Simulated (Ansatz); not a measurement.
C$_{3}$H$_{9}$In, charge -1, doublet, geometry from GFN2-xTB (such geometries of metal compounds can be far from the true shape) (a state made from the parent by changing its charge; the spin is typed, not shown lowest) (all electrons, no relativity) (a gas-phase anion, which may not be bound at this level); BHLYP/STO-3G in Ansatz (a first-principles code).

The Ansatz input:
Ansatz 0.2 input:
```yaml
crystal:
  periodic: [false, false, false]
  atoms:
    - {symbol: In, position_ang: [0.22895215, -0.16807644, -0.26351026]}
    - {symbol: C, position_ang: [-1.80926510, -1.27579263, 0.16821116]}
    - {symbol: H, position_ang: [-2.45964441, -1.35056491, -0.70933650]}
    - {symbol: H, position_ang: [-2.33948104, -0.68307554, 0.91992638]}
    - {symbol: H, position_ang: [-1.68602985, -2.28557070, 0.57284125]}
    - {symbol: C, position_ang: [-0.48277658, 2.02480246, -0.75890346]}
    - {symbol: H, position_ang: [0.33778056, 2.74398803, -0.84848395]}
    - {symbol: H, position_ang: [-1.11262313, 2.34780293, 0.07569829]}
    - {symbol: H, position_ang: [-1.08403774, 2.09670777, -1.67097867]}
    - {symbol: C, position_ang: [1.16469395, 0.07809696, 1.88858965]}
    - {symbol: H, position_ang: [2.06055072, 0.70724590, 1.90551002]}
    - {symbol: H, position_ang: [1.42074487, -0.87121702, 2.37005108]}
    - {symbol: H, position_ang: [0.40817104, 0.56778820, 2.50939061]}
basis:
  gaussian:
    orbitals: STO-3G
hamiltonian:
  xc: {name: BHLYP}
total_charge: -1
magnetization: {spin_polarized: true, initial_magnetization: 1}
accuracy: high
```

What does Ansatz print? Leave out banner, timings and long lists.


```
Functional definition: BHLYP
1049 factors; integrals over basis functions are off by at most 3.7e-9 eV
mean field evaluation 1: about -157910.7527 eV, gradient 6.1e0 eV
mean field evaluation 2: about -157911.3240 eV, gradient 2.1e0 eV
mean field evaluation 4: about -157911.3766 eV, gradient 1.8e-1 eV
mean field evaluation 8: about -157911.3599 eV, gradient 5.4e-3 eV
mean field evaluation 16: about -157911.3599 eV, gradient 1.0e-6 eV
mean field -157911.35986214 eV, -5803.1354387694 hartree, gradient 6.2e-8 eV, S^2 0.750551; 0 other end points of the search recorded, 0 dependent functions left out
reference -157911.35988928 eV, -5803.1354397671 hartree; 39, 38 occupied and 12, 13 virtual orbitals, 1049 factors
Total energy: -157911.35988928 eV, -5803.1354397671 hartree
```
